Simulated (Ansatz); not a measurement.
`[Cl][SnH2][I]` + H–F → `[F][SnH2][I]` + HCl at 600 K and 1 bar (ligand exchange at the Sn–Cl bond).

Gas-phase electronic energies from Ansatz, PBE0-D4/def2-TZVP geometries. CBS: MP2 limit from def2 TZ/QZ plus the TZ coupled-cluster correction, frozen cores. This one scheme is used for every species. Elements past krypton have def2 core potentials. For I, Sn outer-core shells are correlated without core-valence functions, which leaves a few kJ/mol of doubt a bond.

```json
{"species": "`[Cl][SnH2][I]`", "CCSD(T)/CBS energy (Eh)": "-972.52417", "H − E (kJ/mol)": "82.3", "S (J/(mol·K))": "397.8"}
{"species": "H–F", "CCSD(T)/CBS energy (Eh)": "-100.39570", "H − E (kJ/mol)": "42.3", "S (J/(mol·K))": "194.0"}
{"species": "`[F][SnH2][I]`", "CCSD(T)/CBS energy (Eh)": "-612.52381", "H − E (kJ/mol)": "83.0", "S (J/(mol·K))": "385.4"}
{"species": "HCl", "CCSD(T)/CBS energy (Eh)": "-460.38127", "H − E (kJ/mol)": "35.4", "S (J/(mol·K))": "207.2"}
```

H − E and S are ideal-gas, rigid-rotor, harmonic terms from PBE0-D4/def2-TZVP. 1 Eh = 2625.50 kJ/mol, R = 8.31446 J/(mol·K).

By hand: ΔE, ΔH, ΔS and ΔG.

ΔE = (-612.52381) + (-460.38127) − (-972.52417) − (-100.39570) = 0.01479 Eh = 38.8 kJ/mol. Δ(H − E) = 83.0 + 35.4 − 82.3 − 42.3 = -6.2, so ΔH = 32.6 kJ/mol. ΔS = 385.4 + 207.2 − 397.8 − 194.0 = 0.8 J/(mol·K). ΔG = 32.6 − 600 × (0.8)/1000 = 32.1 kJ/mol.

By hand: the equilibrium constant, and the temperature at which ΔG would vanish if ΔH and ΔS stayed fixed.

log₁₀ K = −ΔG/(RT ln 10) = -2.8. ΔG = 0 at ΔH/ΔS = 40750 K, far beyond where these terms or the molecules hold.

The number of gas molecules stays the same, so ΔS is small and ΔH decides. A doubt of 5 kJ/mol in ΔE shifts log₁₀ K by 0.4 here. These are equilibria of isolated gas molecules and say nothing of rates. Largest T1 diagnostic: 0.012 (customary marks: 0.02 for closed shells, 0.045 for open ones).
